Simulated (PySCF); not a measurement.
# Rh²⁺: excitation energy

Rh²⁺ [Kr] 4d7 (4F) → Rh²⁺ [Kr] 4d6 5p1 (high-spin determinant), as a difference of total energies. All numbers are calculated (PySCF 2.14, scalar relativity by spin-free X2C-1e, in x2c-TZVPPall (8s6p6d2f1g, 79 functions)). Correlated levels: valence: [Kr] frozen. The calculations carry no spin-orbit coupling.

```tsv
method	excitation energy (cm⁻¹)
UHF	86147
MP2 (valence)	92694
SCS-MP2 (valence)	96053
CCSD (valence)	91960
CCSD(T) (valence)	91977
```

The basis was made for the ground configuration and has no added diffuse functions, so the excitation energy can come out too high.

The determinant of the upper state mixes LS terms, which raises its energy above the lowest term, most at the Hartree-Fock and MP2 levels.
